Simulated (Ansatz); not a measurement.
Bond stretch in NBe (cation, charge +1), lowest triplet found (which spin is the ground state isn't settled by this scan).

- UKS-BLYP = Ansatz (a program for electronic structure) with unrestricted BLYP/aug-cc-pVDZ
- UHF/aug-cc-pVDZ (Ansatz)
- FCI = Ansatz with full CI/aug-cc-pVDZ, frozen core

Energies relative to the lowest point of each curve between 1.38 and 1.97 Å, where full CI is lowest, in eV:

| R / Å | UKS-BLYP | UHF |
|---|---|---|
| 1.38 | 0.717 | 0.786 |
| 1.47 | 0.232 | 0.365 |
| 1.53 | 0.073 | 0.251 |
| 1.62 | 0.000 | 0.231 |
| 1.81 | 0.211 | 0.031 |
| 1.91 | 0.412 | 0.000 |
| 2.10 | 0.830 | 0.037 |
| 2.45 | 1.481 | 0.194 |
| 2.70 | 1.788 | 0.289 |
| 3.29 | 2.151 | 0.407 |
| 3.69 | 2.253 | 0.441 |
| 4.79 | 2.319 | 0.475 |

What does FCI give at the same points?

1.38: 0.818; 1.47: 0.295; 1.53: 0.111; 1.62: 0.000; 1.81: 0.112; 1.91: 0.251; 2.10: 0.545; 2.45: 1.009; 2.70: 1.236; 3.29: 1.505; 3.69: 1.572; 4.79: 1.627 (eV).

The scan ran from 1.21 to 5.71 Å; beyond the distances shown full CI changes its symmetry label. The unrestricted determinant behind UKS-BLYP is spin-contaminated at 1.91 to 5.71 Å (<S²> up to 2.9, against 2.00 for a pure triplet). The unrestricted determinant behind UHF is spin-contaminated at 1.69 to 5.71 Å (<S²> up to 3.0, against 2.00 for a pure triplet). Also computed but left out beside FCI, since their determinant holds another spin at the minimum (<S²> over 0.7 above the pure value): UHF/3-21G.
